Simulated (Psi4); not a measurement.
Input for Psi4: SAPT0/jun-cc-pV(D+d)Z on BFH5N (a complex), monomers drawn apart or pushed together.

```
memory 1837 MB

molecule dimer {
0 1
B     0.90642385   -0.12577282    0.06132810
N    -0.14340758    0.57942984    0.66532152
H     0.66259924   -0.82367319   -0.87058744
H     1.99912322   -0.02550304    0.52060940
H     0.01237531    1.27651616    1.37837995
H    -1.06485966    0.63323826    0.25705540
--
0 1
F    -1.65333301   -2.18663127    3.70264003
H    -1.31366665   -1.60882052    3.04485324
units angstrom
symmetry c1
no_reorient
no_com
}

set {
  basis jun-cc-pV(D+d)Z
  scf_type df
  freeze_core true
}

energy('sapt0')
```

It printed:

```
[...]
==> Input File <==

--------------------------------------------------------------------------
memory 1837 MB

molecule dimer {
0 1
B     0.90642385   -0.12577282    0.06132810
N    -0.14340758    0.57942984    0.66532152
H     0.66259924   -0.82367319   -0.87058744
H     1.99912322   -0.02550304    0.52060940
H     0.01237531    1.27651616    1.37837995
H    -1.06485966    0.63323826    0.25705540
--
0 1
F    -1.65333301   -2.18663127    3.70264003
H    -1.31366665   -1.60882052    3.04485324
units angstrom
symmetry c1
no_reorient
no_com
}

set {
  basis jun-cc-pV(D+d)Z
  scf_type df
  freeze_core true
}

energy('sapt0')
--------------------------------------------------------------------------


   => Loading Basis Set <=

    Name: JUN-CC-PV(D+D)Z
    Role: ORBITAL
    Keyword: BASIS
    atoms 1      entry B          line   154 file jun-cc-pv_dpd_z.gbs
    atoms 2      entry N          line   222 file jun-cc-pv_dpd_z.gbs
    atoms 3-6, 8 entry H          line    60 file jun-cc-pv_dpd_z.gbs
    atoms 7      entry F          line   290 file jun-cc-pv_dpd_z.gbs

   => Loading Basis Set <=

    Name: JUN-CC-PV(D+D)Z
    Role: ORBITAL
    Keyword: BASIS
    atoms 1      entry B          line   154 file jun-cc-pv_dpd_z.gbs
    atoms 2      entry N          line   222 file jun-cc-pv_dpd_z.gbs
    atoms 3-6, 8 entry H          line    60 file jun-cc-pv_dpd_z.gbs
    atoms 7      entry F          line   290 file jun-cc-pv_dpd_z.gbs


  //>>>>>>>>>>>>>>>>>>>>>>>>>>>>>>>>>>>//
  //              Dimer HF             //
  //<<<<<<<<<<<<<<<<<<<<<<<<<<<<<<<<<<<//

   => Libint2 <=

    Primary   basis highest AM E, G, H:  7, 6, 3
    Auxiliary basis highest AM E, G, H:  7, 7, 4
    Onebody   basis highest AM E, G, H:  -, -, -
    Solid Harmonics ordering:            Gaussian


   => Loading Basis Set <=

    Name: JUN-CC-PV(D+D)Z
    Role: ORBITAL
    Keyword: BASIS
    atoms 1      entry B          line   154 file jun-cc-pv_dpd_z.gbs
    atoms 2      entry N          line   222 file jun-cc-pv_dpd_z.gbs
    atoms 3-6, 8 entry H          line    60 file jun-cc-pv_dpd_z.gbs
    atoms 7      entry F          line   290 file jun-cc-pv_dpd_z.gbs


         ---------------------------------------------------------
                                   SCF
               by Justin Turney, Rob Parrish, Andy Simmonett
                          and Daniel G. A. Smith
                              RHF Reference
                        1 Threads,   1751 MiB Core
         ---------------------------------------------------------

  ==> Geometry <==

    Molecular point group: c1
    Full point group: C1

    Geometry (in Angstrom), charge = 0, multiplicity = 1:

       Center              X                  Y                   Z               Mass
    ------------   -----------------  -----------------  -----------------  -----------------
         B            0.906423850000    -0.125772820000     0.061328100000    11.009305360000
         N           -0.143407580000     0.579429840000     0.665321520000    14.003074004430
         H            0.662599240000    -0.823673190000    -0.870587440000     1.007825032230
         H            1.999123220000    -0.025503040000     0.520609400000     1.007825032230
         H            0.012375310000     1.276516160000     1.378379950000     1.007825032230
         H           -1.064859660000     0.633238260000     0.257055400000     1.007825032230
         F           -1.653333010000    -2.186631270000     3.702640030000    18.998403162730
         H           -1.313666650000    -1.608820520000     3.044853240000     1.007825032230

  Running in c1 symmetry.

  Rotational constants: A =      0.57869  B =      0.03897  C =      0.03869 [cm^-1]
  Rotational constants: A =  17348.63539  B =   1168.21839  C =   1159.85114 [MHz]
  Nuclear repulsion =   55.873611916121796

  Charge       = 0
  Multiplicity = 1
  Electrons    = 26
  Nalpha       = 13
  Nbeta        = 13

  ==> Algorithm <==

  SCF Algorithm Type is DF.
  DIIS enabled.
  MOM disabled.
  Fractional occupation disabled.
  Guess Type is SAD.
  Energy threshold   = 1.00e-08
  Density threshold  = 1.00e-08
  Integral threshold = 1.00e-12

  ==> Primary Basis <==

  Basis Set: JUN-CC-PV(D+D)Z
    Blend: JUN-CC-PV(D+D)Z
    Number of shells: 39
    Number of basis functions: 79
    Number of Cartesian functions: 82
    Spherical Harmonics?: true
    Max angular momentum: 2

   => Loading Basis Set <=

    Name: (JUN-CC-PV(D+D)Z AUX)
    Role: JKFIT
    Keyword: DF_BASIS_SCF
    atoms 1      entry B          line    90 file jun-cc-pvdz-jkfit.gbs
    atoms 2      entry N          line   202 file jun-cc-pvdz-jkfit.gbs
    atoms 3-6, 8 entry H          line    70 file jun-cc-pvdz-jkfit.gbs
    atoms 7      entry F          line   314 file jun-cc-pvdz-jkfit.gbs

  ==> Integral Setup <==

  DFHelper Memory: AOs need 0.017 GiB; user supplied 1.283 GiB.
  SCF_SUBTYPE=INCORE selected. In-core MEM_DF algorithm will be used.
  Using in-core A
[...]

      78A     12.333858    79A     25.360904

    Final Occupation by Irrep:
              A
    DOCC [     5 ]
    NA   [     5 ]
    NB   [     5 ]

  @DF-RHF Final Energy:  -100.02936426244177

   => Energetics <=

    Nuclear Repulsion Energy =              5.0714081452504871
    One-Electron Energy =                -150.2602796491871118
    Two-Electron Energy =                  45.1595072414948646
    Total Energy =                       -100.0293642624417743

Computation Completed


Properties will be evaluated at   0.000000,   0.000000,   0.000000 [a0]

Properties computed using the SCF density matrix


 Multipole Moments:

 ------------------------------------------------------------------------------------
     Multipole            Electronic (a.u.)      Nuclear  (a.u.)        Total (a.u.)
 ------------------------------------------------------------------------------------

 L = 1.  Multiply by 2.5417464519 to convert [e a0] to [Debye]
 Dipole X            :         30.8982308          -30.6015894            0.2966413
 Dipole Y            :         40.7337014          -40.2294383            0.5042631
 Dipole Z            :        -69.3009801           68.7267191           -0.5742611
 Magnitude           :                                                    0.8197885

 ------------------------------------------------------------------------------------

  Constructing Basis Sets for SAPT...

   => Loading Basis Set <=

    Name: (JUN-CC-PV(D+D)Z AUX)
    Role: RIFIT
    Keyword: DF_BASIS_SAPT
    atoms 1      entry B          line    56 file jun-cc-pvdz-ri.gbs
    atoms 2      entry N          line   144 file jun-cc-pvdz-ri.gbs
    atoms 3-6, 8 entry H          line    30 file jun-cc-pvdz-ri.gbs
    atoms 7      entry F          line   232 file jun-cc-pvdz-ri.gbs

   => Loading Basis Set <=

    Name: (JUN-CC-PV(D+D)Z AUX)
    Role: JKFIT
    Keyword: DF_BASIS_ELST
    atoms 1      entry B          line    90 file jun-cc-pvdz-jkfit.gbs
    atoms 2      entry N          line   202 file jun-cc-pvdz-jkfit.gbs
    atoms 3-6, 8 entry H          line    70 file jun-cc-pvdz-jkfit.gbs
    atoms 7      entry F          line   314 file jun-cc-pvdz-jkfit.gbs


  //>>>>>>>>>>>>>>>>>>>>>>>>>>>>>>>>>>>//
  //               SAPT0               //
  //<<<<<<<<<<<<<<<<<<<<<<<<<<<<<<<<<<<//



        SAPT0
    Ed Hohenstein
     6 June 2009

      Orbital Information
  --------------------------
    NSO        =        79
    NMO        =        79
    NRI        =       265
    NRI (Elst) =       352
    NOCC A     =         8
    NOCC B     =         5
    FOCC A     =         2
    FOCC B     =         1
    NVIR A     =        71
    NVIR B     =        74

    Elst10,r            =    -0.001596505254 [Eh]
    Exch10              =     0.000106634767 [Eh]
    Exch10 (S^2)        =     0.000106622072 [Eh]

    Maxiter = 50
    CPHF R converge = 1.000000E-08

    Iter     Energy [mEh]          dE [mEh]         Residual      Time [s]
       1      -0.17701936       0.177019361     2.596225e-03             0
       2      -0.21173824       0.034718882     1.290220e-03             0
       3      -0.22320889       0.011470646     3.000177e-04             0
       4      -0.22396821       0.000759316     7.080614e-05             0
       5      -0.22330456      -0.000663648     1.263896e-05             0
       6      -0.22337223       0.000067670     3.160115e-06             0
       7      -0.22337244       0.000000210     7.876917e-07             0
       8      -0.22336954      -0.000002901     1.339455e-07             0
       9      -0.22336991       0.000000371     2.451564e-08             0
      10      -0.22336986      -0.000000045     5.979683e-09             0

    CHF Iterations converged

    Maxiter = 50
    CPHF R converge = 1.000000E-08

    Iter     Energy [mEh]          dE [mEh]         Residual      Time [s]
       1      -0.00572420       0.005724196     6.803763e-04             0
       2      -0.00663061       0.000906413     3.460265e-04             1
       3      -0.00731329       0.000682683     6.416253e-05             1
       4      -0.00728685      -0.000026438     1.487201e-05             1
       5      -0.00727708      -0.000009772     2.475290e-06             1
       6      -0.00727971       0.000002630     4.992484e-07             1
       7      -0.00727934      -0.000000377     8.663693e-08             1
       8      -0.00727936       0.000000024     1.696805e-08             1
       9      -0.00727936       0.000000002     2.310420e-09             1

    CHF Iterations converged

    Ind20,r (A<-B)      =    -0.000223369863 [Eh]
    Ind20,r (B<-A)      =    -0.000007279361 [Eh]
    Ind20,r             =    -0.000230649224 [Eh]
    Exch-Ind20,r (A<-B) =     0.000035235052 [Eh]
    Exch-Ind20,r (B<-A) =     0.000000477370 [Eh]
    Exch-Ind20,r        =     0.000035712421 [Eh]
    Disp20              =    -0.000192637364 [Eh]
    Disp20 (SS)         =    -0.000096318682 [Eh]
    Disp20 (OS)         =    -0.000096318682 [Eh]
    Exch-Disp20         =     0.000005133187 [Eh]
    Exch-Disp20 (SS)    =     0.000002967151 [Eh]
    Exch-Disp20 (OS)    =     0.000002166037 [Eh]

    SAPT Results
  --------------------------------------------------------------------------------------------------------
    Electrostatics                 -1.59650525 [mEh]      -1.00182217 [kcal/mol]      -4.19162397 [kJ/mol]
      Elst10,r                     -1.59650525 [mEh]      -1.00182217 [kcal/mol]      -4.19162397 [kJ/mol]

    Exchange                        0.10663477 [mEh]       0.06691433 [kcal/mol]       0.27996954 [kJ/mol]
      Exch10                        0.10663477 [mEh]       0.06691433 [kcal/mol]       0.27996954 [kJ/mol]
      Exch10(S^2)                   0.10662207 [mEh]       0.06690636 [kcal/mol]       0.27993621 [kJ/mol]

    Induction                      -0.21885534 [mEh]      -0.13733380 [kcal/mol]      -0.57460461 [kJ/mol]
      Ind20,r                      -0.23064922 [mEh]      -0.14473457 [kcal/mol]      -0.60556945 [kJ/mol]
      Exch-Ind20,r                  0.03571242 [mEh]       0.02240988 [kcal/mol]       0.09376295 [kJ/mol]
      delta HF,r (2)               -0.02391854 [mEh]      -0.01500911 [kcal/mol]      -0.06279811 [kJ/mol]

    Dispersion                     -0.18750418 [mEh]      -0.11766065 [kcal/mol]      -0.49229215 [kJ/mol]
      Disp20                       -0.19263736 [mEh]      -0.12088177 [kcal/mol]      -0.50576933 [kJ/mol]
      Exch-Disp20                   0.00513319 [mEh]       0.00322112 [kcal/mol]       0.01347718 [kJ/mol]
      Disp20 (SS)                  -0.09631868 [mEh]      -0.06044089 [kcal/mol]      -0.25288466 [kJ/mol]
      Disp20 (OS)                  -0.09631868 [mEh]      -0.06044089 [kcal/mol]      -0.25288466 [kJ/mol]
      Exch-Disp20 (SS)              0.00296715 [mEh]       0.00186192 [kcal/mol]       0.00779025 [kJ/mol]
      Exch-Disp20 (OS)              0.00216604 [mEh]       0.00135921 [kcal/mol]       0.00568693 [kJ/mol]

  Total HF                         -1.70872583 [mEh]      -1.07224164 [kcal/mol]      -4.48625904 [kJ/mol]
  Total SAPT0                      -1.89623000 [mEh]      -1.18990229 [kcal/mol]      -4.97855119 [kJ/mol]

  Special recipe for scaled SAPT0 (see Manual):
    Electrostatics sSAPT0          -1.59650525 [mEh]      -1.00182217 [kcal/mol]      -4.19162397 [kJ/mol]
    Exchange sSAPT0                 0.10663477 [mEh]       0.06691433 [kcal/mol]       0.27996954 [kJ/mol]
    Induction sSAPT0               -0.21884258 [mEh]      -0.13732579 [kcal/mol]      -0.57457112 [kJ/mol]
    Dispersion sSAPT0              -0.18750234 [mEh]      -0.11765950 [kcal/mol]      -0.49228733 [kJ/mol]
  Total sSAPT0                     -1.89621541 [mEh]      -1.18989313 [kcal/mol]      -4.97851288 [kJ/mol]
  --------------------------------------------------------------------------------------------------------



*** Psi4 exiting successfully. Buy a developer a beer!
```

The run finished.

Cost: roughly 5 core-seconds.
